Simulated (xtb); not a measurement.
H2Cl3NTi, charge +1, doublet, from a rough starting geometry (GFN-xTB shapes and energies of metal compounds can be far from the true ones) (the multiplicity is a formal guess); GFN2-xTB in xtb.

Here is a job for xtb.
```
$ xtb mol.xyz --gfn 2 --chrg 1 --uhf 1 --opt vtight --json

# file mol.xyz
7

Ti     0.31799339     0.51499351     0.10007087
Cl     2.32885623     0.32566858    -0.78187835
Cl     0.53927358     1.08565249     2.12402955
Cl    -0.65926265     2.17111936    -0.91279461
N     -0.62964458    -1.02178773    -0.11423184
H     -0.33839156    -1.87342911    -0.69009075
H     -1.48281376    -1.27415435     0.29491009
```

Task: Write the output that xtb gives for this input, abridged.

Result: 
```
   ID    Z sym.   atoms
    1   22 Ti     1
    2   17 Cl     2-4
    3    7 N      5
    4    1 H      6, 7

           -------------------------------------------------
          |                Calculation Setup                |
           -------------------------------------------------

           -------------------------------------------------
          |                 G F N 2 - x T B                 |
           -------------------------------------------------

          ...................................................
          :                      SETUP                      :
          :.................................................:
          :  # basis functions                  46          :
          :  # atomic orbitals                  42          :
          :  # shells                           16          :
          :  # electrons                        31          :
          :  max. iterations                   250          :
          :  Hamiltonian                  GFN2-xTB          :
          :  restarted?                      false          :
          :  GBSA solvation                  false          :
          :  PC potential                    false          :
          :  electronic temp.          300.0000000     K    :
          :  accuracy                    1.0000000          :
          :  -> integral cutoff          0.2500000E+02      :
          :  -> integral neglect         0.1000000E-07      :
          :  -> SCF convergence          0.1000000E-05 Eh   :
          :  -> wf. convergence          0.1000000E-03 e    :
          :  Broyden damping             0.4000000          :
          :  net charge                          1          :
          :  unpaired electrons                  1          :
          ...................................................

 iter      E             dE          RMSdq      gap      omega  full diag
   1    -18.4316546 -0.184317E+02  0.103E+01    0.82       0.0  T
   2    -18.7754440 -0.343789E+00  0.980E+00    2.87       1.0  T
   3    -18.8647575 -0.893135E-01  0.515E+00    3.02       1.0  T
   4    -18.8944226 -0.296651E-01  0.349E+00    3.03       1.0  T
   5    -18.9175093 -0.230867E-01  0.288E+00    3.07       1.0  T
   6    -18.9115779  0.593140E-02  0.286E+00    3.04       1.0  T
   7    -18.9248149 -0.132370E-01  0.214E+00    2.94       1.0  T
   8    -18.9367194 -0.119044E-01  0.128E+00    2.80       1.0  T
   9    -18.8625194  0.741999E-01  0.315E+00    2.60       1.0  T
  10    -18.9003778 -0.378584E-01  0.228E+00    2.72       1.0  T
  11    -18.9263145 -0.259366E-01  0.145E+00    2.79       1.0  T
  12    -18.9340847 -0.777019E-02  0.104E+00    2.82       1.0  T
  13    -18.9079587  0.261259E-01  0.209E+00    2.77       1.0  T
  14    -18.9394990 -0.315402E-01  0.747E-01    2.93       1.0  T
  15    -18.9401212 -0.622203E-03  0.690E-01    2.93       1.0  T
  16    -18.9413307 -0.120954E-02  0.619E-01    2.93       1.0  T
  17    -18.9410176  0.313085E-03  0.401E-01    2.93       1.0  T
  18    -18.9415981 -0.580512E-03  0.449E-01    2.92       1.0  T
  19    -18.9418765 -0.278360E-03  0.292E-01    2.91       1.0  T
  20    -18.9417843  0.922042E-04  0.221E-01    2.91       1.0  T
  21    -18.9419585 -0.174248E-03  0.446E-02    2.91       1.0  T
  22    -18.9419188  0.397014E-04  0.120E-01    2.91       1.0  T
  23    -18.9419492 -0.303285E-04  0.582E-02    2.91       1.0  T
  24    -18.9419646 -0.153899E-04  0.188E-02    2.91       2.0  T
  25    -18.9419645  0.152974E-07  0.817E-03    2.91       4.6  T
  26    -18.9419649 -0.383281E-06  0.282E-03    2.91      13.4  T
  27    -18.9419649  0.749139E-07  0.103E-02    2.91       3.7  T
  28    -18.9419650 -0.926732E-07  0.146E-03    2.91      25.9  T
  29    -18.9419649  0.459744E-07  0.376E-03    2.91      10.1  T
  30    -18.9419649 -0.200876E-07  0.275E-03    2.91      13.8  T
  31    -18.9419650 -0.321936E-07  0.674E-04    2.91      56.0  T
  32    -18.9419650 -0.184402E-08  0.295E-04    2.91     128.0  T

   *** convergence criteria satisfied after 32 iterations ***

         :::::::::::::::::::::::::::::::::::::::::::::::::::::
         ::                     SUMMARY                     ::
         :::::::::::::::::::::::::::::::::::::::::::::::::::::
         :: total energy             -18.866502031649 Eh    ::
         :: gradient norm              0.073069867821 Eh/a0 ::
         :: HOMO-LUMO gap              2.910101946646 eV    ::
         ::.................................................::
         :: SCC energy               -18.941955751119 Eh    ::
         :: -> isotropic ES            0.128770236729 Eh    ::
         :: -> anisotropic ES         -0.009636235368 Eh    ::
         :: -> anisotropic XC          0.000022218333 Eh    ::
         :: -> dispersion             -0.005489549647 Eh    ::
         :: repulsion energy           0.075453719470 Eh    ::
         :: add. restraining           0.000000000000 Eh    ::
         :: total charge               1.000000000001 e     ::
         :::::::::::::::::::::::::::::::::::::::::::::::::::::

      -----------------------------------------------------------
     |                   =====================                   |
     |                        A N C O P T                        |
     |                   =====================                   |
     |               Approximate Normal Coordinate               |
     |                Rational Function Optimizer                |
      -----------------------------------------------------------
      -----------------------------------------------------------
     |                   =====================                   |
     |                        A N C O P T                        |
     |                   =====================                   |
     |               Approximate Normal Coordinate               |
     |                Rational Function Optimizer                |
[...]
 * total energy  :   -18.8714553 Eh     change        0.1968385E-05 Eh
 * total energy  :   -18.8714588 Eh     change       -0.3539211E-05 Eh
 * total energy  :   -18.8714595 Eh     change       -0.7216211E-06 Eh
 * total energy  :   -18.8714620 Eh     change       -0.2429334E-05 Eh
 * total energy  :   -18.8714632 Eh     change       -0.1237029E-05 Eh
 * total energy  :   -18.8714642 Eh     change       -0.1004144E-05 Eh
 * total energy  :   -18.8714648 Eh     change       -0.6207609E-06 Eh
 * total energy  :   -18.8714658 Eh     change       -0.9535551E-06 Eh
 * total energy  :   -18.8714665 Eh     change       -0.6983274E-06 Eh
 * total energy  :   -18.8714666 Eh     change       -0.1396455E-06 Eh
 * total energy  :   -18.8714668 Eh     change       -0.1773659E-06 Eh
 * total energy  :   -18.8714669 Eh     change       -0.1033734E-06 Eh
 * total energy  :   -18.8714670 Eh     change       -0.8109550E-07 Eh
   *** GEOMETRY OPTIMIZATION CONVERGED AFTER 25 ITERATIONS ***
[...]

   *** convergence criteria satisfied after 3 iterations ***

         :::::::::::::::::::::::::::::::::::::::::::::::::::::
         ::                     SUMMARY                     ::
         :::::::::::::::::::::::::::::::::::::::::::::::::::::
         :: total energy             -18.871466968198 Eh    ::
         :: gradient norm              0.000071625942 Eh/a0 ::
         :: HOMO-LUMO gap              2.955512511546 eV    ::
         ::.................................................::
         :: SCC energy               -18.944116083801 Eh    ::
         :: -> isotropic ES            0.128062886589 Eh    ::
         :: -> anisotropic ES         -0.009713135587 Eh    ::
         :: -> anisotropic XC          0.000869454599 Eh    ::
         :: -> dispersion             -0.005506663346 Eh    ::
         :: repulsion energy           0.072649115603 Eh    ::
         :: add. restraining           0.000000000000 Eh    ::
         :: total charge               1.000000000000 e     ::
         :::::::::::::::::::::::::::::::::::::::::::::::::::::

           -------------------------------------------------
          |                Property Printout                |
           -------------------------------------------------

    * Orbital Energies and Occupations

         #    Occupation            Energy/Eh            Energy/eV
      -------------------------------------------------------------
         1        2.0000           -1.2673381             -34.4860
       ...           ...                  ...                  ...
         4        2.0000           -0.8538665             -23.2349
         5        2.0000           -0.7335995             -19.9623
         6        2.0000           -0.7221092             -19.6496
         7        2.0000           -0.6523089             -17.7502
         8        2.0000           -0.6439310             -17.5223
         9        2.0000           -0.6428684             -17.4933
        10        2.0000           -0.6401132             -17.4184
        11        2.0000           -0.6312973             -17.1785
        12        2.0000           -0.6302189             -17.1491
        13        2.0000           -0.6285720             -17.1043
        14        1.9981           -0.6244779             -16.9929
        15        1.6394           -0.6190606             -16.8455
        16        1.3626           -0.6179805             -16.8161 (HOMO)
        17                         -0.5093675             -13.8606 (LUMO)
        18                         -0.5040206             -13.7151
        19                         -0.4757144             -12.9448
        20                         -0.4682081             -12.7406
        21                         -0.4625244             -12.5859
        22                         -0.2301840              -6.2636
        23                         -0.1744196              -4.7462
        24                         -0.1743395              -4.7440
        25                         -0.1739639              -4.7338
        26                         -0.1734073              -4.7187
        27                         -0.1731408              -4.7114
       ...                                ...                  ...
        42                          0.7394374              20.1211
      -------------------------------------------------------------
                  HL-Gap            0.1086131 Eh            2.9555 eV
             Fermi-level           -0.5910953 Eh          -16.0845 eV

     #   Z          covCN         q      C6AA      α(0)
     1  22 Ti       3.060     0.855   104.924    25.013
     2  17 Cl       0.763    -0.013    99.403    15.251
     3  17 Cl       0.763    -0.004    99.150    15.232
     4  17 Cl       0.764     0.015    98.568    15.187
     5   7 N        2.493    -0.369    29.580     8.077
     6   1 H        0.861     0.258     0.852     1.446
     7   1 H        0.861     0.258     0.854     1.448

 Mol. C6AA /au·bohr⁶  :       2158.370929
 Mol. C8AA /au·bohr⁸  :     107487.379953
 Mol. α(0) /au        :         81.653474

Wiberg/Mayer (AO) data.
largest (>0.10) Wiberg bond orders for each atom

 ---------------------------------------------------------------------------
     #   Z sym  total        # sym  WBO       # sym  WBO       # sym  WBO
 ---------------------------------------------------------------------------
     1  22 Ti   4.826 --     2 Cl   1.236     3 Cl   1.217     4 Cl   1.176
                             5 N    1.083
     2  17 Cl   1.457 --     1 Ti   1.236
     3  17 Cl   1.458 --     1 Ti   1.217
     4  17 Cl   1.451 --     1 Ti   1.176     5 N    0.115
     5   7 N    3.099 --     1 Ti   1.083     6 H    0.873     7 H    0.873
                             4 Cl   0.115
     6   1 H    0.933 --     5 N    0.873
     7   1 H    0.934 --     5 N    0.873
 ---------------------------------------------------------------------------

Topologies differ in total number of bonds
Writing topology from bond orders to xtbtopo.mol

molecular dipole:
                 x           y           z       tot (Debye)
 q only:       -0.035       0.024      -0.014
   full:        0.078       0.131       0.018       0.391
molecular quadrupole (traceless):
                xx          xy          yy          xz          yz          zz
 q only:       -0.779       3.059       3.067      -0.291       0.915      -2.288
  q+dip:       -0.712       4.189       3.667      -0.497       1.381      -2.954
   full:       -0.590       3.648       3.169      -0.395       1.176      -2.579

optimized geometry written to: xtbopt.xyz

           -------------------------------------------------
          | TOTAL ENERGY              -18.871466968198 Eh   |
          | GRADIENT NORM               0.000071625942 Eh/α |
          | HOMO-LUMO GAP               2.955512511546 eV   |
           -------------------------------------------------

normal termination of xtb
```
